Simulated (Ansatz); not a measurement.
Molecule: BeO, net charge 0, singlet state. SMILES: [Be]=[O]
Geometry from a B3LYP-D3(BJ)/def2-TZVP (Ansatz, a first-principles code) optimisation:
```xyz
2

Be     0.0000     0.0000    -0.8844
O      0.0000     0.0000     0.4422
```

Problem. Give the harmonic wavenumbers at B3LYP-D3(BJ)/def2-TZVP (Ansatz, finite differences of forces, unscaled).

Solution. 1530 cm⁻¹. Zero-point energy 2.2 kcal/mol.

Problem. From these and the geometry, give the ideal-gas thermochemistry at 298.15 K and 1 atm (rigid rotor, harmonic oscillator).

Solution. Point group C∞v, rotational symmetry number 1. Rotational constants 49.81, 49.81 GHz. S(trans) 35.59, S(rot) 11.58, S(vib) 0.01, S(elec, spin only) 0.00, S 47.2 cal/(mol K). H(298) - H(0) 2.08 kcal/mol; G - E(el) -9.8 kcal/mol.
